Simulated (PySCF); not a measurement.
# How methods differ on the excitation energy of Mo

Mo [Kr] 4d5 5s1 (7S) → Mo [Kr] 4d4 5s2 (5D), as a difference of total energies. All numbers are calculated (PySCF 2.14, a scalar-relativistic core potential, in def2-QZVPPD with the def2 core potential (28 electrons) (7s5p4d3f2g, 81 functions)). Correlated levels: valence and next inner shell: nothing frozen outside the core potential. The calculations carry no spin-orbit coupling.

```csv
method,excitation energy (eV)
UHF,2.202
MP2 (valence and next inner shell),1.855
SCS-MP2 (valence and next inner shell),1.242
CCSD (valence and next inner shell),1.680
CCSD(T) (valence and next inner shell),1.568
```

**Question.** How much does correlation contribute at CCSD(T) (valence and next inner shell)?

**Answer.** 1.568 − (2.202) = -0.634 eV, measured against UHF.
